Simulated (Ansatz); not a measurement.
Born–Oppenheimer molecular dynamics of FGeH5S (8 atoms, charge 0, multiplicity 1). It starts at the highest image of a converged band. Of that band: Neighbouring images differ by up to 1.6 eV, so the band resolves the path poorly. A vibrational analysis at the climbing image gives one clearly imaginary mode, 651i cm⁻¹: a first-order saddle point.

Theory: RHF/def2-SVP in Ansatz 0.2.0.

| Quantity | Value |
| --- | --- |
| ensemble | NVE (velocity Verlet) |
| time step | 0.5 fs |
| steps asked | 200 |
| starting velocities drawn for | 100 K |
| seed | 5991 |

First frame:

```xyz
8
Properties=species:S:1:pos:R:3
Ge -0.139 0.062 -0.233
F -0.179 -0.094 1.802
H 1.369 -0.139 -0.034
H -0.401 1.490 -0.670
H -0.649 -1.096 -1.073
S -2.659 0.120 0.856
H -2.912 -1.189 0.752
H -1.222 -0.028 1.824
```

**Question.** What does the run give?

**Answer.** All steps were run.

```
steps done                                               : 200
time covered                                             : 100 fs
mean temperature over the second half                    : 2109 K
spread of the potential energy over the second half      : 29.3 meV per atom
mean potential energy of the second half above the start : -194.8 meV per atom
```

The conserved energy stayed within 0.37 meV per atom of its start (net change -0.2 meV per atom), so the integration is sound. The kinetic energy rose, since the run started high on the potential surface and went downhill. It ends in pieces (FGeH3 + H2S), so much of that is their flight and rotation, not heat. A run of 0.1 ps of so small a system gives no equilibrium averages. The orbitals stay closed-shell, which can raise the energy where a bond breaks towards radicals; this wasn't checked here.

**Question.** What happens to the structure?

**Answer.** Between its relaxed ends the band would form Ge1–S6, F2–H8 and break Ge1–F2, S6–H8. These pairs go: Ge1–S6 2.75 → 4.61 Å, F2–H8 1.05 → 5.80 Å, Ge1–F2 2.04 → 1.90 Å, S6–H8 1.74 → 1.38 Å. In the last frame they stand as before the step (other bonds may differ from the relaxed reactants and products). It ends as FGeH3 + H2S. Pairs count as bonded within 1.25 times the sum of covalent radii (0.12 Å more for H–H). The details hang on the random start.

**Question.** How do temperature and energy run in time?

**Answer.** 
```tsv
time (fs)	T (K)	potential energy less start (eV)	conserved less start (meV/atom)
0.0	100	0.000	0.00
8.0	169	-0.053	0.06
16.0	881	-0.608	-0.29
24.0	1742	-1.276	-0.30
32.0	1376	-0.989	0.08
40.0	1740	-1.274	-0.31
48.0	2256	-1.674	-0.22
56.0	1573	-1.141	0.13
64.0	1942	-1.430	-0.26
72.0	2434	-1.811	-0.09
80.0	1956	-1.439	0.07
88.0	2345	-1.743	-0.28
96.0	2385	-1.772	0.01
```

The run took 6 min on 1 thread of Arm Neoverse V2, with other jobs on the host, peak memory 0.17 GiB.
